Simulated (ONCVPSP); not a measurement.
Varying the ONCV potential for Si

Base potential:

```
Element                 : silicon (Si)
Generator               : ONCVPSP 4.0.1
Type                    : optimised norm-conserving Vanderbilt (ONCV)
Functional              : PW91
Relativity              : scalar-relativistic
Frozen core             : [Ne]
Valence charge          : 4
Reference configuration : 3s1.5 3p2.5
Partial waves           : 3s: rc 1.40 bohr, ncon 4, nbas 8, qcut 4.3 1/bohr, local; 3p: rc 2.15 bohr, ncon 4, nbas 9, qcut 3.1 1/bohr, 3 projectors, debl 2.7 Ha
Local potential         : the s channel
Core correction         : Teter function, fcfact 6, rcfact 1.2
```

All-electron outer shells of the reference configuration (PW91, scalar-relativistic, ld1.x):

| shell | level (eV) | outermost node (bohr) | outermost maximum (bohr) |
| --- | --- | --- | --- |
| 2s | -140.40 | 0.15 | 0.45 |
| 2p | -96.56 | – | 0.39 |
| 3s | -11.24 | 0.72 | 1.77 |
| 3p | -4.42 | 0.72 | 2.14 |

Cutoffs, loose and tight: the cutoffs (Ha) at which the residual kinetic energy of the hardest occupied pseudo-wave falls to 1 and 0.1 mHa per electron. They do not see the model core or the augmentation charge, which bear on the density cutoff. Test errors are all-electron minus pseudo excitation energies from the reference, over the configurations 3s2 3p2; 3s2 3p1; 3s2 3p0; 3s2 3p1.5. A dash means not determined; rows that change the core or the reference have their own tests.

```csv
change,outcome,"cutoff, loose","cutoff, tight",bound ghosts,GHOST(+) flags above zero,largest test error (meV)
base,generated,7.9 Ha,76 Ha,none,none,+6.9
s: nbas 9,generated,7.7 Ha,73 Ha,none,none,+6.6
reference 3s2 3p2,generated,7.8 Ha,76 Ha,none,none,+72
p: rc 2.08,generated,7.9 Ha,76 Ha,none,none,+8.0
p: debl 2.85,generated,7.9 Ha,76 Ha,none,none,+6.9
"s: nproj 1; local potential polynomial inside 0.95 bohr (lpopt 5, dvloc0 2 Ha)",generated,7.9 Ha,76 Ha,none,s,+19
"p: ncon 3, nbas 8",generated,7.9 Ha,76 Ha,none,none,+5.8
```
